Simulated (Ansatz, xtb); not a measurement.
# Relative energy of two isomers of ClGeH4OSi

We compare a, `Cl[SiH2][O][GeH2]`, a doublet, with b, `Cl[SiH][O][GeH3]`, a doublet. Both are isolated molecules in the gas phase, relaxed with BLYP-D3(BJ)/def2-SVP; each stands in its lowest conformer found.

Quicker runs give these differences E(b) − E(a): GFN2-xTB +18.7 kcal/mol; HF/STO-3G −22.4 kcal/mol (at GFN2-xTB geometries); r2SCAN-D4/def2-SVP +2.7 kcal/mol (at GFN2-xTB geometries).

Question: Estimate which is lower in electronic energy at CCSD(T)/def2-SVP + ΔMP2/def2-TZVPP, and by roughly how much.

Answer: The CCSD(T)/def2-SVP + ΔMP2/def2-TZVPP calculation puts structure a lower, by 7.0 kcal/mol.

How the difference moves with the method:

| level | geometry | E(b) − E(a) (kcal/mol) | departure from the last row (kcal/mol) | job, with rough time for the two |
| --- | --- | --- | --- | --- |
| GFN2-xTB | GFN2-xTB | +18.7 | +11.7 | optimisation, 0.25 s |
| HF/STO-3G | GFN2-xTB | −22.4 | −29.4 | single point, 0.64 s |
| r2SCAN-D4/def2-SVP | GFN2-xTB | +2.7 | −4.3 | single point, 4.1 s |
| BLYP-D3(BJ)/def2-SVP | BLYP-D3(BJ)/def2-SVP | +6.7 | −0.3 | optimisation, 56 s |
| HF/def2-SVP | BLYP-D3(BJ)/def2-SVP | +7.9 | +0.9 | part of the CCSD(T) run |
| MP2/def2-SVP | BLYP-D3(BJ)/def2-SVP | +6.9 | −0.1 | part of the CCSD(T) run |
| CCSD(T)/def2-SVP | BLYP-D3(BJ)/def2-SVP | +7.0 | 0.0 | single point |
| CCSD(T)/def2-SVP + ΔMP2/def2-TZVPP | BLYP-D3(BJ)/def2-SVP | +7.0 |  | single point, 39 s |

As drawn, b has 1 Ge–H in place of 1 Si–H.

HF/STO-3G puts the two in the other order. The largest departure from CCSD(T)/def2-SVP + ΔMP2/def2-TZVPP is that of HF/STO-3G, 29.4 kcal/mol. The last row adds to CCSD(T) the change of the MP2 difference between the two basis sets, here 0.0 kcal/mol.

With harmonic frequencies from BLYP-D3(BJ)/def2-SVP (ideal gas, rigid rotor, one conformer each, 298.15 K, 1 atm): on the last row, ΔE + ΔZPE = +6.9 kcal/mol. A mode under 50 cm⁻¹ makes harmonic enthalpies and free energies unreliable, so none is given.

Open shells are spin-unrestricted. The correlated steps freeze 20 core orbitals; the filled d shell of Ge is correlated, in a basis made for valence electrons. Run with Ansatz 0.2.0, xtb 6.7.1; the last row on 2 threads of Intel(R) Xeon(R) 6975P-C (Granite Rapids) on a shared host.
